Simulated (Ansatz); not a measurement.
Born–Oppenheimer molecular dynamics of CH5BO2 (9 atoms, charge 0, multiplicity 1). It goes on from the last frame of an earlier run, with new velocities.

Computed with Ansatz, RKS BHLYP-D4/6-31G*.

| Quantity | Value |
| --- | --- |
| ensemble | NVT, Langevin thermostat |
| time step | 0.5 fs |
| steps asked | 250 |
| set temperature | 500 K |
| friction | 0.001 /fs |
| seed | 963471 |

First frame:

```xyz
9
Properties=species:S:1:pos:R:3
B -0.002 -0.234 -0.033
O -0.024 -0.014 1.310
H -0.855 -0.271 1.736
C 1.397 0.040 -0.773
H 1.266 -0.475 -1.720
H 1.518 1.121 -1.015
H 2.245 -0.340 -0.200
O -1.102 -0.401 -0.809
H -1.901 -0.392 -0.283
```

Question: How far do the bonds stretch over the last three quarters of this one trajectory? (Pairs bonded in most of those frames.)

Answer: 
```json
{"bond": "B1–O2", "mean (Å)": "1.366", "spread (Å)": "0.022", "shortest": "1.33", "longest": "1.41"}
{"bond": "B1–C4", "mean (Å)": "1.573", "spread (Å)": "0.034", "shortest": "1.52", "longest": "1.65"}
{"bond": "B1–O8", "mean (Å)": "1.371", "spread (Å)": "0.040", "shortest": "1.30", "longest": "1.44"}
{"bond": "O2–H3", "mean (Å)": "0.957", "spread (Å)": "0.021", "shortest": "0.92", "longest": "1.00"}
{"bond": "C4–H5", "mean (Å)": "1.090", "spread (Å)": "0.028", "shortest": "1.04", "longest": "1.14"}
{"bond": "C4–H6", "mean (Å)": "1.093", "spread (Å)": "0.029", "shortest": "1.05", "longest": "1.14"}
{"bond": "C4–H7", "mean (Å)": "1.096", "spread (Å)": "0.045", "shortest": "1.03", "longest": "1.17"}
{"bond": "O8–H9", "mean (Å)": "0.958", "spread (Å)": "0.010", "shortest": "0.94", "longest": "0.98"}
```

Mean temperature of the second half: 336 K. The mean temperature of the second half is 33 % below the set value. A run of 0.12 ps of so small a system gives no equilibrium averages.

The run took 9.2 min on 1 thread of Arm Neoverse V1, on a shared host, peak memory 0.12 GiB.
